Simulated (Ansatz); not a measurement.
Ideal-gas functions of CH4S2Si (`S=C[SiH2]S`) at 600 K and 1 bar, from an Ansatz frequency run at PBE0-D4/def2-TZVP.

Molar mass 108.26 g/mol, point group C1 (symmetry number 1), electronic degeneracy 1, moments of inertia 53.202, 357.105, 383.903 u Å². Harmonic wavenumbers (cm⁻¹, unscaled): 37, 175, 203, 247, 482, 524, 597, 714, 767, 798, 857, 921, 1102, 1254, 2229, 2260, 2705, 3071.

Use S(trans) = R[1.5 ln M + 2.5 ln T − 1.1517]; rotational temperatures θ = 24.2544 K / I; S(rot) = R[ln(√π/σ · √(T³/θAθBθC)) + 1.5]; for each mode x = 1.438777 ν̃/T, S = R[x/(eˣ − 1) − ln(1 − e⁻ˣ)] and H = RT x/(eˣ − 1); 1 cm⁻¹ = 0.0119627 kJ/mol; R = 8.31446 J/(mol·K).

Question: By hand: the entropy, in J/(mol·K).

Answer: Translation 181.8. Rotation: θ = 0.4559, 0.0679, 0.0632 K, giving 122.9. Vibration, mode by mode: 28.46, 15.60, 14.38, 12.79, 7.56, 6.94, 6.01, 4.79, 4.33, 4.08, 3.65, 3.23, 2.30, 1.72, 0.25, 0.24, 0.09, 0.04, in all 116.5. Electronic 0.0. Sum 421.2 J/(mol·K).

Question: By hand: H − E and G − E in kJ/mol, counted from the electronic energy.

Answer: Zero-point energy ½ × 18943 × 0.0119627 = 113.3; thermal vibration 33.9; translation, rotation and pV give 4 RT = 20.0. H − E = 167.2 kJ/mol, and G − E = 167.2 − 600 × 421.2/1000 = -85.5 kJ/mol.

Vibration gives 28 % of the entropy, 28.5 J/(mol·K) of it from the mode under 150 cm⁻¹: soft modes count most, and the harmonic formula is weakest for them. The sum counts one conformer and one mirror image; others add a mixing term.
